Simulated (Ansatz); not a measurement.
Consider the substitution at a C–Al bond: `[CH3][Al]([CH3])[N]=C=O` + `OB(O)O` → `COB(O)O` + `[CH3][AlH][N]=C=O`.

Gas-phase electronic energies from Ansatz, PBE0-D4/def2-TZVP geometries. CCSD(T)/CBS is the MP2 limit (def2-TZVPP, def2-QZVPP) plus CCSD(T) − MP2 in def2-TZVPP, frozen cores. This one scheme is used for every species. DFT in def2-TZVPP. B3LYP here is the variant with VWN-RPA as its local correlation; programs differ in this. One conformer a species, not always the lowest.

| level | ΔE (kcal/mol) | difference from CCSD(T)/CBS |
| --- | --- | --- |
| PBE-D4 | 24.3 | -0.4 |
| r2SCAN-D4 | 24.8 | 0.1 |
| PBE0-D4 | 24.5 | -0.2 |
| B3LYP-D4 | 23.0 | -1.7 |
| ωB97X-V | 22.6 | -2.1 |
| PBE | 24.3 | -0.4 |
| r2SCAN | 24.8 | 0.1 |
| PBE0 | 24.4 | -0.3 |
| B3LYP | 23.0 | -1.7 |
| HF/def2-TZVPP | 20.2 | -4.5 |
| SCS-MP2/def2-TZVPP | 23.5 | -1.2 |
| CCSD(T)/def2-TZVPP | 23.9 | -0.8 |
| MP2/def2-QZVPP | 26.0 | 1.3 |
| SCS-MP2/def2-QZVPP | 24.0 | -0.7 |
| MP2/CBS(def2) | 26.3 | 1.6 |
| CCSD/CBS(def2) | 24.4 | -0.3 |
| CCSD(T)/CBS | 24.7 | 0 |

Largest T1 diagnostic among the species: 0.015.

In def2-TZVPP, CCSD(T) changes the Hartree–Fock value by +3.7 kcal/mol (the triples alone add +0.3 kcal/mol) and MP2 by +5.4 kcal/mol.
